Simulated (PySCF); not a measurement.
Worked example: refractive index and permittivity of the vapour

MgCl, SMILES [Mg][Cl], multiplicity 2.

Geometry: B3LYP-D3(BJ)/def2-TZVPD. The spin state was assumed, not searched.

PySCF with CAM-B3LYP/def2-TZVPD gives a mean static polarisability of 62.4 bohr³ and a dipole moment of 3.63 D. Take an ideal gas at 298.15 K and 0.1 bar, whether or not the substance is that volatile.

Problem. Work out n − 1 in the optical limit and the static ε − 1.

Solution. 
Polarisability volume α' = 62.4 × 0.148185 = 9.25 Å³. Number density N = p/kT = 2.43e-6 Å⁻³.
Dilute limit of Lorentz–Lorenz: n − 1 = 2π N α' = 0.00014.
Orientation term of Debye: μ²/(3kT) = 8.098 Å³ × μ²(D²) = 106.70 Å³.
ε − 1 = 4π N (α' + μ²/3kT) = 0.0035. Orientation of the dipole supplies 92 % of the static response; it can't follow optical fields. Vibrational polarisation and dispersion are left out.
